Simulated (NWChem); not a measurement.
# disulfane (H$_{2}$S$_{2}$); SMILES SS

```xyz
4

S      0.0352    -1.0357     0.0553
S     -0.0352     1.0357     0.0553
H     -0.9144    -1.2637    -0.8848
H      0.9144     1.2637    -0.8848
```
Atoms are numbered in this order, from 1.

Coordinates come from a PBE0/def2-SVP optimisation.

Symmetry labels are those of C2 in the frame above (b1 and b2, or b-type labels, depend on it).

Q: List the 4 lowest vertical singlet excitations from PBE/6-31+G* (spherical d), TDA (NWChem).

A: 
| state | energy (eV) | oscillator strength | symmetry | leading excitation (squared amplitude) |
|---|---|---|---|---|
| S1 | 4.47 | 0.002 | a | HOMO → LUMO (0.99) |
| S2 | 4.54 | 0.015 | b | HOMO−1 → LUMO (0.98) |
| S3 | 5.49 | 0.004 | a | HOMO−1 → LUMO+1 (0.99) |
| S4 | 5.50 | 0.018 | b | HOMO → LUMO+1 (0.99) |
